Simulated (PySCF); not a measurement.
Structure problem from calculated spectra and properties.

Elements present: C, Cl, F, H and Si. Monoisotopic mass: 115.9661 u.

| Property | Result |
| --- | --- |
| Rotational structure | rotational constants A, B, C: 3.750, 2.406, 2.301 GHz [PBE0-D3(BJ)/def2-TZVP] |
| Dipole | 2.35 D [B97-2/pcSseg-2] |
| 13C NMR | chemical shifts (computed TMS as zero) by class: -2.2 (1 C) ppm [GIAO B97-2/pcSseg-2] |
| NMR, other nuclei | isotropic shieldings of nuclei other than C and H, by class: 306 (2 F), 370 (1 Si), 886 (1 Cl) ppm [GIAO B97-2/pcSseg-2] |
| 1H NMR | chemical shifts (computed TMS as zero) by class: 0.53 (3 H) ppm [GIAO B97-2/pcSseg-2] |

The electronic properties come from PySCF, for the isolated species, density fitting. Levels stand in brackets. Isolated species at its PBE0-D3(BJ)/def2-TZVP geometry, gas phase. NMR classes are plain means over equivalent atoms (diastereotopic ones count apart unless rotation or inversion swaps them), as if these changed places fast.

Problem. Which formula fits the mass and the elements?

Solution. CH3ClF2Si (calculated 115.9661). No other formula that holds each of these elements comes within 0.0003 u with a fitting electron parity and a possible valence count.

Problem. Propose a structure and show how it fits.

Solution. Numbering: `[CH3:1][Si:2]([F:3])([F:4])[Cl:5]`. Its formula, CH3ClF2Si, gives 0 degrees of unsaturation, so no ring and no π bond. The one carbon: Si-methyl carbon [C1] (-2.2 ppm). All hydrogens form one class (0.53 ppm): methyl hydrogen. The other shieldings belong to: 306 ppm, silicon-bound fluorine [F3/F4]; 370 ppm, fluorine-bound silicon [Si2]; 886 ppm, silicon-bound chlorine [Cl5]. The optimised geometry has point group Cs and is an asymmetric top. Structure: `C[Si](F)(F)Cl` (methyl(difluoro)silyl chloride). The assignments are read from this structure; whether some other isomer fits the data as well wasn't checked.
